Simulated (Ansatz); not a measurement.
Isolated molecules relaxed with PBE0-D4/def2-TZVP in Ansatz; ΔE leaves out vibrations. CCSD(T)/CBS is the MP2 limit (def2-TZVPP, def2-QZVPP) plus CCSD(T) − MP2 in def2-TZVPP, frozen cores. This one scheme is used for every species. DFT in def2-TZVPP. B3LYP here is the variant with VWN-RPA as its local correlation; programs differ in this. For Se outer-core shells are correlated without core-valence functions, which leaves a few kJ/mol of doubt a bond. Scalar relativity is left out up to krypton. One conformer a species, not always the lowest.

`OC[SiH2][SeH]` + `OCF` → `FCO[SiH2][SeH]` + CH₃OH  (ligand exchange at the Si–C bond)

`OC[SiH2][SeH]`:

```xyz
10

O     1.063   -0.920    1.209
C     0.993    0.004    0.142
Si   -0.645   -0.222   -0.764
Se   -2.467    0.271    0.514
H     1.866   -0.758    1.710
H     1.804   -0.147   -0.589
H     1.064    1.046    0.488
H    -0.619    0.650   -1.967
H    -0.822   -1.642   -1.155
H    -2.237    1.718    0.412
```

`OCF`:

Z-matrix (Å, degrees):
```
C
F 1 1.381
O 1 1.370 2 111.1
H 1 1.091 2 107.8 3 -117.4
H 1 1.096 2 106.3 3 123.2
H 3 0.962 1 109.3 2 70.7
```

`FCO[SiH2][SeH]`:

Z-matrix (Å, degrees):
```
C
O 1 1.374
F 1 1.376 2 110.4
H 1 1.096 2 111.5 3 -118.7
H 1 1.092 2 108.4 3 117.8
Si 2 1.654 1 125.6 3 61.8
Se 6 2.273 2 112.6 1 48.6
H 6 1.477 2 104.0 1 169.4
H 6 1.480 2 112.0 1 -68.9
H 7 1.469 6 92.8 2 71.0
```

CH₃OH:

Cartesian coordinates in Å:
```
C 0.288 -0.151 0.145
O -0.459 0.835 -0.530
H 1.315 0.212 0.207
H 0.297 -1.108 -0.391
H -0.074 -0.324 1.166
H -1.367 0.536 -0.598
```

| level | ΔE (kJ/mol) | difference from CCSD(T)/CBS |
| --- | --- | --- |
| r2SCAN-D4 | -108.8 | 0.9 |
| B3LYP-D4 | -110.8 | -1.1 |
| ωB97X-V | -108.2 | 1.5 |
| ωB97M-V | -107.8 | 1.9 |
| PBE | -96.6 | 13.1 |
| r2SCAN | -108.6 | 1.1 |
| HF/def2-TZVPP | -122.3 | -12.6 |
| MP2/def2-TZVPP | -112.4 | -2.7 |
| CCSD/def2-TZVPP | -110.9 | -1.2 |
| MP2/def2-QZVPP | -112.9 | -3.2 |
| CCSD(T)/CBS | -109.7 | 0 |

Largest T1 diagnostic among the species: 0.011.

In def2-TZVPP, CCSD(T) changes the Hartree–Fock value by +12.6 kJ/mol (the triples alone add +1.2 kJ/mol) and MP2 by +9.9 kJ/mol. From PBE to PBE0 (25 % exact exchange), in def2-TZVPP and without D4, ΔE moves by −3.8 kJ/mol.
